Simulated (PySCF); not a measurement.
## Magnetic susceptibility: `COC1=C(C)[P@@]1(=S)CO`, C$_{5}$H$_{9}$O$_{2}$PS

Geometry (Å), atoms numbered from 1 in this order:
```xyz
18

C     2.4310   -0.8613   -1.2223
O     1.6890    0.3423   -1.3176
C     0.6654    0.4425   -0.4885
C    -0.3236    1.2863   -0.1392
C    -0.9064    2.6004   -0.4685
P    -0.2267   -0.1556    0.9673
S     0.3948   -0.2569    2.8079
C    -1.4338   -1.5365    0.5378
O    -2.3382   -1.7038    1.5741
H     3.3171   -0.7252   -1.8384
H     1.8458   -1.7064   -1.5981
H     2.7247   -1.0548   -0.1865
H    -0.3360    3.0579   -1.2750
H    -0.8833    3.2526    0.4042
H    -1.9457    2.4910   -0.7777
H    -0.8431   -2.4509    0.3532
H    -1.9893   -1.2712   -0.3644
H    -1.8504   -1.7442    2.4134
```

Theory: PySCF, GIAO HF/pcSseg-1 magnetisability, rotational g tensor and spin-rotation constants, non-relativistic, gas phase. Geometry: GFN2-xTB.

Task: What are the magnetisability and the molar susceptibility?

Result: Isotropic -1690 × 10⁻³⁰ J/T², or -101.8 × 10⁻⁶ cm³/mol; principal values -1754, -1730, -1587 × 10⁻³⁰ J/T², anisotropy 156 × 10⁻³⁰ J/T² (root of half the summed squared differences of the principal values). The susceptibility is in cgs units.

Task: Split it along the inertial axes a, b, c into diamagnetic and paramagnetic parts about the centre of mass, with the quadrupole moment.

Result: 
```tsv
axis	χ (10⁻⁶ cm³/mol)	diamagnetic (10⁻⁶ cm³/mol)	paramagnetic (10⁻⁶ cm³/mol)	summed x² of all electrons (Å²)	quadrupole Θ (D Å)
a	-95.9	-1054.9	959.0	268.1	-7.10
b	-105.5	-1570.3	1464.8	146.6	+13.27
c	-104.0	-1759.3	1655.2	102.1	-6.17
```
Anisotropies 2χaa − χbb − χcc = +17.8 and 2χbb − χaa − χcc = -11.1 × 10⁻⁶ cm³/mol. Θ is traceless in Buckingham's convention.

Task: And the rotational g tensor?

Result: 
```csv
axis,rotational constant (GHz),g,nuclear part,electronic part
a,1.3268,-0.0153,0.5824,-0.5978
b,0.8071,-0.0102,0.5452,-0.5554
c,0.7319,-0.0058,0.5633,-0.5691
```
Asymmetric top; isotopes 12C, 1H, 16O, 31P, 32S; no vibrational averaging.
